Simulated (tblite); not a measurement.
C$_{2}$H$_{6}$Zn, triplet, geometry from GFN2-xTB (such geometries of metal compounds can be far from the true shape) (a higher spin typed on purpose: for a closed-shell molecule this is an excited state); IPEA1-xTB (tblite 0.6.0).

tblite was given this input:
```
$ tblite run mol.xyz --method ipea1 --charge 0 --spin 2 --json tblite.json --no-restart

# file mol.xyz
9

Zn     0.19054193    -0.64890903     0.11807146
C      0.92061324     1.19842274    -1.15616563
H      1.93030660     0.91575429    -1.41543436
H      0.87661335     2.09130864    -0.55620088
H      0.26322321     1.23423769    -2.01028096
C     -1.51792361     0.83577561     0.78603551
H     -2.24851058     0.16792023     1.21825567
H     -1.89189007     1.36631469    -0.07292682
H     -1.06213831     1.48654517     1.51522418
```

**Question.** Predict the main parts of the log of this tblite run.

**Answer.** 
```
xTB calculator
 | screened Coulomb repulsion
 | Coulomb electrostatics
 |  * isotropic Klopman-Ohno-Mataga-Nishimoto electrostatics
 |  * onsite third-order electrostatics
 | DFT-D3(BJ) dispersion correction

halogen bonding energy    0.0000000000000E+00 Eh
repulsion energy          1.5972958177581E-01 Eh
dispersion energy        -2.1753456553822E-03 Eh
number of electrons       1.6000000000000E+01 e
integral cutoff           4.0000000000000E+01 bohr

------------------------------------------------------------
  cycle        total energy    energy error   density error
------------------------------------------------------------
      1     -8.655525305132  -8.8130795E+00   4.9947124E-01
      2     -8.681216081220  -2.5690776E-02   2.2826857E-01
      3     -8.649120070455   3.2096011E-02   2.2541702E-01
      4     -8.730270904135  -8.1150834E-02   4.9641918E-03
      5     -8.730285965028  -1.5060892E-05   3.3806182E-03
      6     -8.730287897455  -1.9324272E-06   7.9482790E-04
      7     -8.730288937437  -1.0399818E-06   7.0934714E-05
      8     -8.730288942877  -5.4406382E-09   7.9409215E-07
------------------------------------------------------------

electronic energy        -8.8878431789978E+00 Eh
total energy             -8.7302889428774E+00 Eh

Post processing:
 | Mayer-Wiberg bond orders

[Info] JSON dump of results written to 'tblite.json'
```
